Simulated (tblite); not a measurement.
CH13FSi5.
Atom-mapped SMILES: `[F:1][CH2:2][SiH2:3][Si@@H:4]([SiH3:5])[SiH2:6][SiH3:7]` (hydrogens: H8, H9 on C2; H10, H11 on Si3; H12 on Si4; H13, H14, H15 on Si5; H16, H17 on Si6; H18, H19, H20 on Si7)

Computed with GFN2-xTB (tblite), gas phase: L-BFGS steps from a force-field or distance-geometry start until the largest atomic force falls under 0.01 eV/Å.

Step 7: E = -600.9703 eV
```
atom  x, y, z in Å  |  force x, y, z in eV/Å
F1     -1.4189    2.3256    0.7271    0.169  -0.015  -0.070
C2     -2.4877    1.4746    0.4975   -0.010   0.082   0.092
Si3    -1.8870   -0.0535   -0.5066   -0.212   0.079  -0.065
Si4    -0.1916   -1.1007    0.6911   -0.302   0.028   0.015
Si5     0.6049   -2.6741   -0.7866    0.054  -0.156  -0.047
Si6     1.4898    0.4034    1.2219   -0.014  -0.023   0.225
Si7     2.1987    1.4535   -0.6880    0.104   0.115  -0.097
H8     -3.2525    2.0939    0.0268   -0.045  -0.083  -0.132
H9     -2.8448    1.2044    1.4918   -0.100  -0.120   0.052
H10    -1.4251    0.4923   -1.8009   -0.124  -0.085   0.159
H11    -3.1031   -0.8571   -0.7677    0.126   0.213   0.010
H12    -0.8121   -1.7399    1.8827    0.059   0.023  -0.105
H13     1.0841   -2.0064   -1.9988    0.014  -0.030  -0.011
H14    -0.4112   -3.6307   -1.2199    0.043  -0.081  -0.010
H15     1.7338   -3.4034   -0.2211    0.057  -0.136  -0.043
H16     2.5757   -0.3741    1.8439    0.053   0.064   0.061
H17     1.0417    1.3392    2.2565    0.071   0.020   0.050
H18     2.7237    0.4924   -1.6584    0.051  -0.068  -0.030
H19     3.2600    2.4228   -0.4437    0.095   0.094  -0.020
H20     1.1166    2.1485   -1.3710   -0.088   0.079  -0.033
```

Step 8: E = -600.9862 eV
```
atom  x, y, z in Å  |  force x, y, z in eV/Å
F1     -1.4201    2.3216    0.7230    0.217   0.024  -0.039
C2     -2.4918    1.4759    0.4969    0.032   0.080   0.048
Si3    -1.8979   -0.0518   -0.5014   -0.147  -0.010  -0.136
Si4    -0.1918   -1.1002    0.6933   -0.335  -0.031  -0.013
Si5     0.6067   -2.6851   -0.7814    0.089  -0.171  -0.101
Si6     1.4884    0.4046    1.2325    0.075   0.055   0.190
Si7     2.2027    1.4593   -0.6845    0.093   0.100  -0.113
H8     -3.2523    2.0962    0.0281   -0.120  -0.030  -0.185
H9     -2.8494    1.2061    1.4863   -0.137  -0.136   0.196
H10    -1.4418    0.4943   -1.7974   -0.097  -0.082   0.155
H11    -3.1211   -0.8403   -0.7772    0.135   0.189   0.041
H12    -0.8172   -1.7464    1.8836    0.080   0.049  -0.136
H13     1.0845   -2.0178   -1.9995   -0.005  -0.042   0.052
H14    -0.4039   -3.6470   -1.2304    0.076  -0.026   0.039
H15     1.7444   -3.4242   -0.2319   -0.030  -0.069  -0.053
H16     2.5840   -0.3658    1.8572   -0.006   0.079   0.021
H17     1.0541    1.3469    2.2731    0.067  -0.026  -0.007
H18     2.7279    0.4978   -1.6611    0.022  -0.034   0.032
H19     3.2695    2.4327   -0.4569    0.033   0.040  -0.007
H20     1.1199    2.1539   -1.3758   -0.041   0.043   0.017
```

Step 9: E = -601.0004 eV
```
atom  x, y, z in Å  |  force x, y, z in eV/Å
F1     -1.4173    2.3178    0.7182    0.179   0.025  -0.006
C2     -2.4952    1.4787    0.4978    0.035   0.061   0.028
Si3    -1.9108   -0.0497   -0.4983   -0.041  -0.059  -0.113
Si4    -0.1982   -1.0998    0.6940   -0.243  -0.061  -0.083
Si5     0.6100   -2.6981   -0.7781    0.086  -0.122  -0.100
Si6     1.4880    0.4064    1.2451    0.111   0.098   0.062
Si7     2.2079    1.4664   -0.6832    0.053   0.058  -0.079
H8     -3.2539    2.0974    0.0258   -0.124   0.004  -0.175
H9     -2.8561    1.2052    1.4843   -0.119  -0.090   0.230
H10    -1.4592    0.4945   -1.7914   -0.050  -0.052   0.087
H11    -3.1357   -0.8211   -0.7854    0.062   0.119   0.050
H12    -0.8206   -1.7518    1.8823    0.068   0.048  -0.121
H13     1.0850   -2.0291   -1.9993   -0.013  -0.047   0.089
H14    -0.3958   -3.6631   -1.2394    0.089   0.002   0.072
H15     1.7540   -3.4454   -0.2429   -0.090  -0.019  -0.050
H16     2.5920   -0.3566    1.8702   -0.046   0.077  -0.004
H17     1.0668    1.3540    2.2890    0.052  -0.047  -0.035
H18     2.7325    0.5020   -1.6632   -0.004   0.001   0.083
H19     3.2794    2.4431   -0.4693   -0.019  -0.004   0.001
H20     1.1220    2.1598   -1.3800    0.014   0.007   0.063
```

Step 10: E = -601.0087 eV
```
atom  x, y, z in Å  |  force x, y, z in eV/Å
F1     -1.4123    2.3156    0.7151    0.082  -0.006   0.015
C2     -2.4970    1.4818    0.4997    0.003   0.026   0.031
Si3    -1.9196   -0.0489   -0.4981    0.035  -0.035  -0.020
Si4    -0.2067   -1.1004    0.6923   -0.087  -0.049  -0.141
Si5     0.6134   -2.7081   -0.7777    0.048  -0.044  -0.050
Si6     1.4895    0.4090    1.2536    0.076   0.084  -0.072
Si7     2.2121    1.4719   -0.6838    0.012   0.018  -0.021
H8     -3.2569    2.0976    0.0211   -0.056  -0.002  -0.108
H9     -2.8621    1.2031    1.4866   -0.062  -0.010   0.147
H10    -1.4707    0.4936   -1.7861   -0.005  -0.013  -0.001
H11    -3.1432   -0.8071   -0.7893   -0.038   0.044   0.040
H12    -0.8213   -1.7542    1.8792    0.039   0.029  -0.081
H13     1.0852   -2.0367   -1.9978   -0.004  -0.035   0.075
H14    -0.3894   -3.6731   -1.2435    0.073  -0.007   0.075
H15     1.7584   -3.4589   -0.2503   -0.091  -0.010  -0.034
H16     2.5962   -0.3497    1.8782   -0.051   0.061  -0.009
H17     1.0754    1.3576    2.2982    0.035  -0.039  -0.030
H18     2.7353    0.5041   -1.6630   -0.012   0.013   0.097
H19     3.2854    2.4497   -0.4766   -0.037  -0.018   0.005
H20     1.1232    2.1637   -1.3814    0.038  -0.008   0.080
```

Q: Estimate the geometry and energy of step 11. (The exact step hangs on the optimiser's Hessian estimate; all steps are aligned on step 10, rigid shifts and turns removed.)

A: E = -601.0122 eV, largest force 0.149 eV/Å
```
atom  x, y, z in Å  |  force x, y, z in eV/Å
F1     -1.4087    2.3148    0.7142    0.008  -0.032   0.020
C2     -2.4977    1.4835    0.5015   -0.019  -0.002   0.036
Si3    -1.9222   -0.0494   -0.4986    0.035   0.009   0.038
Si4    -0.2117   -1.1015    0.6890    0.022  -0.023  -0.146
Si5     0.6156   -2.7126   -0.7786    0.009   0.005  -0.003
Si6     1.4914    0.4115    1.2553    0.022   0.047  -0.128
Si7     2.2139    1.4742   -0.6845   -0.005   0.001   0.019
H8     -3.2589    2.0975    0.0172    0.009  -0.023  -0.047
H9     -2.8654    1.2021    1.4900   -0.019   0.044   0.059
H10    -1.4749    0.4929   -1.7841    0.014   0.005  -0.043
H11    -3.1464   -0.8011   -0.7898   -0.081   0.011   0.032
H12    -0.8207   -1.7544    1.8764    0.022   0.015  -0.057
H13     1.0852   -2.0400   -1.9959    0.012  -0.017   0.038
H14    -0.3857   -3.6767   -1.2435    0.047  -0.030   0.063
H15     1.7583   -3.4639   -0.2535   -0.059  -0.024  -0.014
H16     2.5968   -0.3461    1.8808   -0.038   0.045  -0.006
H17     1.0791    1.3581    2.3008    0.024  -0.025  -0.020
H18     2.7361    0.5050   -1.6611   -0.006   0.002   0.082
H19     3.2868    2.4517   -0.4790   -0.027  -0.009   0.006
H20     1.1242    2.1650   -1.3804    0.030  -0.002   0.072
```

The energy changes by -0.0034 eV. The first-order estimate −F·Δx gives -0.0049 eV and the mean of the old and new forces, exact on a quadratic surface, -0.0034 eV. The step makes an angle of 53° with the force vector and moves no atom by more than 0.007 Å.

What follows is the cost of the whole relaxation. Hardware: Arm Neoverse V1, one thread, no GPU, shared host. Cost: 1.3 s wall.
